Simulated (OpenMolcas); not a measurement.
# d8 ions of charge +2 down a group on the Sr site of SrF2

- Program: OpenMolcas
- Method: SS-CASPT2, IPEA 0.25 Eh, imaginary shift 0.1 Eh
- Spin-orbit coupling: RASSI with atomic mean-field integrals over the reference wave functions

The d shell is active; CASPT2 correlates the ligand valence shells and the outer metal core. Each dopant is a cluster with its nearest anions in model potentials and point charges, with no relaxation. Distances were set from a Shannon-type radius of the metal (high-spin where two are listed) plus a fixed donor radius (F 1.31 Å), in hosts weighted 0.65 to 0.35 with the host's distance in the model lattice. Ligand basis ANO-RCC-VDZP, DKH2 Hamiltonian. States (labels of O, the rotations of Oh). Energies in cm-1 above the lowest state or level, χT in cm3 K/mol; under a threefold ground state the first gap can be a small split of the lowest multiplet, not the spin-orbit step; 10Dq and B are least-squares fits to the states below 45000 cm-1, weighted by degeneracy, with a free offset, and given where the rms deviation is under 5 % of |10Dq| (or 100 cm-1) and under 700 cm-1; 10Dq is negative for this site. Spin-only χT is S(S+1) / 2 for the spin of the ground state.

```
 Ion  Shell  R (Å)   Metal basis  Ground state  First state of that spin   10Dq  B (rms of fit)  First gap with spin-orbit (degeneracies)  χT at 300 K  First state of another spin  Spin-only χT
Pd2+    4d8  2.373  ANO-RCC-VTZP           3T1                  3T2 5130                                                       800 (1, 3)        1.701                     1T2 8930         1.000
Pt2+    5d8  2.334  ANO-RCC-VTZP           3T1                  3T2 8170  -9916       546 (374)                               1930 (1, 3)        0.741                     1T2 8230         1.000
```

Every ion keeps the highest spin of its shell. χT departs most from the spin-only value for Pd2+, by +0.701 cm3 K/mol.

Roots that are degenerate in the reference are averaged as groups; the widest CASPT2 spread within a group is 660 cm-1 (the 3-fold group of multiplicity 1 near 19600 cm-1 above the lowest state of its run, Pd2+). Shifts and gaps below about the spread of the groups concerned are not significant. Over all roots computed the reference weight is 0.67 to 0.68 in Pd2+, 0.67 to 0.68 in Pt2+; a low but even weight reflects the number of correlated electrons. Real 4d8 and 5d8 ions are as a rule square planar and diamagnetic. Ligand-to-metal charge-transfer states are missing. With no ligand orbital active B as a rule stays too high, so bands that hang on it stand too high and its fall with covalency is understated. With one d shell and no ligand orbital active, 10Dq can be off by a tenth or more. Free-ion shares, where given, are those of the reference states; single-state CASPT2 does not remix them. An orbital triplet at a regular site is open to Jahn-Teller coupling, which can distort the site and quench the lowest spin-orbit gaps and is left out (holds for Pd2+). These CASPT2 states fit no ligand-field parameters well, so their order and spin gaps are uncertain (holds for Pd2+). No measured value stands beside these numbers; the geometry was set by hand and not optimised.
